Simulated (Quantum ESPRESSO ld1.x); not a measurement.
All-electron atom: Rb II in [Kr]. All-electron calculation, scalar-relativistic Kohn-Sham, relativistic LDA (MacDonald-Vosko exchange, VWN5 correlation), spin-unpolarised, spherical densities, point nucleus. Program: ld1.x of Quantum ESPRESSO 7.5.

X-ray form factor f0, the Fourier transform of the density (f0(0) = 36):

sin(theta)/lambda (1/angstrom)  f0 (electrons)
0.05                                    35.436
0.1                                     33.895
0.15                                    31.750
0.2                                     29.405
0.25                                    27.159
0.3                                     25.154
0.4                                     21.907
0.5                                     19.345
0.6                                     17.116
0.8                                     13.241
1                                       10.266
1.25                                     7.886
1.5                                      6.561
2                                        5.180
